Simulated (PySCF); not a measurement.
Al(H)2(OMe) (CH₅AlO), SMILES [AlH2][O]C.

Coordinates come from a B3LYP-D3(BJ)/def2-TZVP optimisation.

All values below come from B3LYP-D3(BJ)/def2-TZVP (PySCF 2.14.0).

Frequencies are harmonic and unscaled.

```json
[
 {"mode": "1", "ν (cm⁻¹)": "114", "IR (km/mol)": "1.7", "moving atoms (share of kinetic energy)": "H 83 %, O 14 %"},
 {"mode": "2", "ν (cm⁻¹)": "156", "IR (km/mol)": "5.3", "moving atoms (share of kinetic energy)": "O 39 %, H 32 %, C 21 %, Al 9 %"},
 {"mode": "3", "ν (cm⁻¹)": "206", "IR (km/mol)": "2.3", "moving atoms (share of kinetic energy)": "H 71 %, O 22 %"},
 {"mode": "4", "ν (cm⁻¹)": "557", "IR (km/mol)": "103.8", "moving atoms (share of kinetic energy)": "H 79 %, Al 12 %"},
 {"mode": "5", "ν (cm⁻¹)": "614", "IR (km/mol)": "232.7", "moving atoms (share of kinetic energy)": "H 85 %, Al 13 %"},
 {"mode": "6", "ν (cm⁻¹)": "696", "IR (km/mol)": "11.2", "moving atoms (share of kinetic energy)": "Al 27 %, O 27 %, H 24 %, C 22 %"},
 {"mode": "7", "ν (cm⁻¹)": "798", "IR (km/mol)": "267.4", "moving atoms (share of kinetic energy)": "H 80 %, Al 16 %"},
 {"mode": "8", "ν (cm⁻¹)": "1158", "IR (km/mol)": "191.6", "moving atoms (share of kinetic energy)": "O 39 %, C 31 %, H 27 %"},
 {"mode": "9", "ν (cm⁻¹)": "1190", "IR (km/mol)": "0.2", "moving atoms (share of kinetic energy)": "H 77 %, C 18 %"},
 {"mode": "10", "ν (cm⁻¹)": "1211", "IR (km/mol)": "100.4", "moving atoms (share of kinetic energy)": "H 51 %, O 26 %, C 22 %"},
 {"mode": "11", "ν (cm⁻¹)": "1490", "IR (km/mol)": "6.0", "moving atoms (share of kinetic energy)": "H 88 %, C 10 %"},
 {"mode": "12", "ν (cm⁻¹)": "1499", "IR (km/mol)": "1.9", "moving atoms (share of kinetic energy)": "H 96 %"},
 {"mode": "13", "ν (cm⁻¹)": "1507", "IR (km/mol)": "6.4", "moving atoms (share of kinetic energy)": "H 96 %"},
 {"mode": "14", "ν (cm⁻¹)": "1933", "IR (km/mol)": "152.3", "moving atoms (share of kinetic energy)": "H 97 %"},
 {"mode": "15", "ν (cm⁻¹)": "1970", "IR (km/mol)": "187.2", "moving atoms (share of kinetic energy)": "H 96 %"},
 {"mode": "16", "ν (cm⁻¹)": "2989", "IR (km/mol)": "78.0", "moving atoms (share of kinetic energy)": "H 97 %"},
 {"mode": "17", "ν (cm⁻¹)": "3046", "IR (km/mol)": "53.9", "moving atoms (share of kinetic energy)": "H 91 %, C 9 %"},
 {"mode": "18", "ν (cm⁻¹)": "3060", "IR (km/mol)": "40.3", "moving atoms (share of kinetic energy)": "H 90 %, C 10 %"}
]
```
